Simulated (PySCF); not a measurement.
C5H6Si, SMILES C(#CC)[SiH2]C#C.

The structure is a stationary point at B3LYP-D3(BJ)/def2-SVP. The structure was generated by enumeration, and PubChem lists no compound with its InChIKey, so it may never have been made.

These are B3LYP-D3(BJ)/def2-SVP run with PySCF values and carry that method's errors.

Frequencies are harmonic and unscaled.

A small imaginary wavenumber (i) marks a very flat motion, where grid noise or a shallow saddle decides the sign.

Computed harmonic wavenumbers and intensities:
```json
[
 {"mode": "1", "ν (cm⁻¹)": "11i", "IR (km/mol)": "0.0", "Raman (Å⁴/amu)": "0.1", "depolarisation": "0.75", "moving atoms (share of kinetic energy)": "H 97 %"},
 {"mode": "2", "ν (cm⁻¹)": "67", "IR (km/mol)": "1.4", "Raman (Å⁴/amu)": "9.5", "depolarisation": "0.74", "moving atoms (share of kinetic energy)": "C 71 %, H 18 %, Si 11 %"},
 {"mode": "3", "ν (cm⁻¹)": "138", "IR (km/mol)": "4.6", "Raman (Å⁴/amu)": "1.8", "depolarisation": "0.75", "moving atoms (share of kinetic energy)": "C 69 %, H 27 %"},
 {"mode": "4", "ν (cm⁻¹)": "186", "IR (km/mol)": "3.2", "Raman (Å⁴/amu)": "4.2", "depolarisation": "0.74", "moving atoms (share of kinetic energy)": "C 79 %, H 17 %"},
 {"mode": "5", "ν (cm⁻¹)": "233", "IR (km/mol)": "4.4", "Raman (Å⁴/amu)": "12.0", "depolarisation": "0.75", "moving atoms (share of kinetic energy)": "C 70 %, H 29 %"},
 {"mode": "6", "ν (cm⁻¹)": "333", "IR (km/mol)": "16.3", "Raman (Å⁴/amu)": "2.3", "depolarisation": "0.73", "moving atoms (share of kinetic energy)": "C 83 %, H 15 %"},
 {"mode": "7", "ν (cm⁻¹)": "386", "IR (km/mol)": "2.3", "Raman (Å⁴/amu)": "12.1", "depolarisation": "0.75", "moving atoms (share of kinetic energy)": "C 76 %, H 23 %"},
 {"mode": "8", "ν (cm⁻¹)": "432", "IR (km/mol)": "4.5", "Raman (Å⁴/amu)": "9.1", "depolarisation": "0.73", "moving atoms (share of kinetic energy)": "C 88 %, H 11 %"},
 {"mode": "9", "ν (cm⁻¹)": "532", "IR (km/mol)": "50.3", "Raman (Å⁴/amu)": "5.2", "depolarisation": "0.18", "moving atoms (share of kinetic energy)": "Si 47 %, C 43 %, H 10 %"},
 {"mode": "10", "ν (cm⁻¹)": "627", "IR (km/mol)": "83.1", "Raman (Å⁴/amu)": "0.1", "depolarisation": "0.75", "moving atoms (share of kinetic energy)": "H 60 %, C 20 %, Si 20 %"},
 {"mode": "11", "ν (cm⁻¹)": "641", "IR (km/mol)": "62.5", "Raman (Å⁴/amu)": "3.3", "depolarisation": "0.36", "moving atoms (share of kinetic energy)": "C 48 %, Si 43 %, H 9 %"},
 {"mode": "12", "ν (cm⁻¹)": "740", "IR (km/mol)": "28.0", "Raman (Å⁴/amu)": "3.1", "depolarisation": "0.75", "moving atoms (share of kinetic energy)": "H 78 %, C 22 %"},
 {"mode": "13", "ν (cm⁻¹)": "746", "IR (km/mol)": "27.1", "Raman (Å⁴/amu)": "1.9", "depolarisation": "0.68", "moving atoms (share of kinetic energy)": "H 75 %, C 25 %"},
 {"mode": "14", "ν (cm⁻¹)": "754", "IR (km/mol)": "1.1", "Raman (Å⁴/amu)": "7.5", "depolarisation": "0.75", "moving atoms (share of kinetic energy)": "H 89 %, C 11 %"},
 {"mode": "15", "ν (cm⁻¹)": "877", "IR (km/mol)": "414.1", "Raman (Å⁴/amu)": "18.8", "depolarisation": "0.73", "moving atoms (share of kinetic energy)": "H 86 %, Si 11 %"},
 {"mode": "16", "ν (cm⁻¹)": "954", "IR (km/mol)": "120.1", "Raman (Å⁴/amu)": "23.6", "depolarisation": "0.62", "moving atoms (share of kinetic energy)": "H 96 %"},
 {"mode": "17", "ν (cm⁻¹)": "1033", "IR (km/mol)": "2.7", "Raman (Å⁴/amu)": "0.9", "depolarisation": "0.75", "moving atoms (share of kinetic energy)": "H 67 %, C 33 %"},
 {"mode": "18", "ν (cm⁻¹)": "1034", "IR (km/mol)": "2.4", "Raman (Å⁴/amu)": "0.8", "depolarisation": "0.75", "moving atoms (share of kinetic energy)": "H 67 %, C 33 %"},
 {"mode": "19", "ν (cm⁻¹)": "1068", "IR (km/mol)": "44.7", "Raman (Å⁴/amu)": "0.2", "depolarisation": "0.34", "moving atoms (share of kinetic energy)": "C 82 %, H 14 %"},
 {"mode": "20", "ν (cm⁻¹)": "1390", "IR (km/mol)": "4.0", "Raman (Å⁴/amu)": "47.7", "depolarisation": "0.44", "moving atoms (share of kinetic energy)": "H 76 %, C 24 %"},
 {"mode": "21", "ν (cm⁻¹)": "1442", "IR (km/mol)": "8.2", "Raman (Å⁴/amu)": "20.2", "depolarisation": "0.75", "moving atoms (share of kinetic energy)": "H 97 %"},
 {"mode": "22", "ν (cm⁻¹)": "1442", "IR (km/mol)": "8.2", "Raman (Å⁴/amu)": "21.1", "depolarisation": "0.75", "moving atoms (share of kinetic energy)": "H 97 %"},
 {"mode": "23", "ν (cm⁻¹)": "2153", "IR (km/mol)": "40.8", "Raman (Å⁴/amu)": "157.2", "depolarisation": "0.23", "moving atoms (share of kinetic energy)": "C 90 %, H 10 %"},
 {"mode": "24", "ν (cm⁻¹)": "2229", "IR (km/mol)": "100.7", "Raman (Å⁴/amu)": "114.0", "depolarisation": "0.75", "moving atoms (share of kinetic energy)": "H 96 %"},
 {"mode": "25", "ν (cm⁻¹)": "2236", "IR (km/mol)": "110.2", "Raman (Å⁴/amu)": "287.9", "depolarisation": "0.03", "moving atoms (share of kinetic energy)": "H 97 %"},
 {"mode": "26", "ν (cm⁻¹)": "2295", "IR (km/mol)": "111.2", "Raman (Å⁴/amu)": "275.1", "depolarisation": "0.35", "moving atoms (share of kinetic energy)": "C 99 %"},
 {"mode": "27", "ν (cm⁻¹)": "3024", "IR (km/mol)": "16.0", "Raman (Å⁴/amu)": "327.6", "depolarisation": "0.05", "moving atoms (share of kinetic energy)": "H 97 %"},
 {"mode": "28", "ν (cm⁻¹)": "3104", "IR (km/mol)": "3.3", "Raman (Å⁴/amu)": "126.1", "depolarisation": "0.75", "moving atoms (share of kinetic energy)": "H 91 %, C 9 %"},
 {"mode": "29", "ν (cm⁻¹)": "3105", "IR (km/mol)": "3.1", "Raman (Å⁴/amu)": "112.3", "depolarisation": "0.75", "moving atoms (share of kinetic energy)": "H 91 %, C 9 %"},
 {"mode": "30", "ν (cm⁻¹)": "3457", "IR (km/mol)": "49.2", "Raman (Å⁴/amu)": "50.7", "depolarisation": "0.26", "moving atoms (share of kinetic energy)": "H 86 %, C 14 %"}
]
```
